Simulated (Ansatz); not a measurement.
Abridged output of a molecular run in Ansatz:

```
Functional definition: HF
1804 factors; integrals over basis functions are off by at most 1.3e-3 eV
mean field evaluation 1: about -27247.2812 eV, gradient 4.8e1 eV
mean field evaluation 2: about -27247.5739 eV, gradient 4.8e1 eV
mean field evaluation 4: about -27252.7187 eV, gradient 4.2e0 eV
mean field evaluation 8: about -27252.8146 eV, gradient 3.7e-1 eV
mean field evaluation 16: about -27252.8152 eV, gradient 1.5e-6 eV
mean field -27252.81521325 eV, -1001.5224864655 hartree, gradient 1.5e-6 eV, S^2 0.000000; 0 other end points of the search recorded, 0 dependent functions left out
17 core orbitals not correlated: weight in the atoms' cores, before any rotation towards them, 1.000 or more for the frozen orbitals, at most 0.000 for the correlated occupied ones
reference -27252.81521325 eV, -1001.5224864655 hartree; 16, 16 occupied and 281, 281 virtual orbitals, 1804 factors
second order -22.65176846 eV of doubles, -0.00000000 eV of singles
cycle   1  -23.67999584 eV  change    -1.0e0 eV  update   1.1e-1
cycle   2  -24.33543000 eV  change   -6.6e-1 eV  update   3.4e-2
cycle   3  -24.44893809 eV  change   -1.1e-1 eV  update   1.6e-2
cycle   4  -24.43626566 eV  change    1.3e-2 eV  update   4.3e-3
cycle   5  -24.43481239 eV  change    1.5e-3 eV  update   1.9e-3
cycle   6  -24.43486443 eV  change   -5.2e-5 eV  update   5.4e-4
cycle   7  -24.43450645 eV  change    3.6e-4 eV  update   2.1e-4
cycle   8  -24.43447583 eV  change    3.1e-5 eV  update   7.1e-5
cycle   9  -24.43451030 eV  change   -3.4e-5 eV  update   3.0e-5
perturbative correction -0.88532771 eV, -0.0325351931 hartree
Total energy: -27278.13505126 eV, -1002.4529733497 hartree
```

Its atoms:

```xyz
14

N    -0.179    0.405    2.689
Si   -0.674    0.118    1.076
O    -1.040   -1.468    0.794
Si    0.956    0.550   -0.548
Si    0.338   -0.334   -2.621
H     0.722    0.137    3.047
H    -0.624    1.106    3.256
H    -1.871    0.991    0.911
H    -1.622   -1.893    1.428
H     2.257   -0.046   -0.124
H     1.158    2.023   -0.667
H     1.307    0.046   -3.686
H     0.275   -1.817   -2.545
H    -1.003    0.181   -3.009
```

**Question.** Which basis set was used?
A. def2-TZVPPD
B. def2-TZVPP
C. def2-SVPD
D. cc-pV(Q+d)Z

**Answer.** B. It gives 314 functions.

**Question.** Write the keys of the input that set method, charge and spin (a neutral closed shell needs none for the last two).

**Answer.** 
```yaml
correlation: {method: ccsd_t}
```
